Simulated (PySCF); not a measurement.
Pt⁺ (platinum, charge +1): UHF calculation

Configuration: [Xe] 4f14 5d9, 2D determinant. All numbers are calculated (PySCF 2.14, scalar relativity through the core potential, in cc-pVTZ-PP with ECP60MDF (5s5p4d2f1g, 63 functions)).

```
Total energy                                                  : -118.237487 hartree
One-electron energy                                           : -203.3688 hartree
Hartree (Coulomb) energy                                      : 95.8341 hartree
Exchange energy                                               : -10.7028 hartree
⟨S²⟩                                                          : 0.9128
⟨L²⟩                                                          : 6.548
Sum of ⟨r⟩                                                    : 23.61 bohr
Sum of ⟨r²⟩                                                   : 39.31 bohr²
Traceless quadrupole moment −½Σ⟨3z² − r²⟩ along its main axis : -0.578 e·bohr²
Time after the integrals                                      : 0.53 s of wall time on 1 thread of Neoverse-V1 (shared host)
```

| shell | electrons | mean orbital energy (hartree) | spread (hartree) | rms radius, mean of both spins (bohr) |
| --- | --- | --- | --- | --- |
| 5s α | 1 | -4.72338 | 0 | 1.04 |
| 5s β | 1 | -4.66988 | 0 | 1.04 |
| 5p α | 3 | -2.90237 | 0.05372 | 1.20 |
| 5p β | 3 | -2.82816 | 0.04179 | 1.20 |
| 5d α | 5 | -0.73961 | 0.07671 | 1.78 |
| 5d β | 4 | -0.70582 | 0.03178 | 1.78 |

Energies and moments cover only the electrons outside the core potential. Spin-orbit coupling, absent here, splits the open shell strongly. ⟨S²⟩ = 0.91 against 0.75 shows spin contamination.
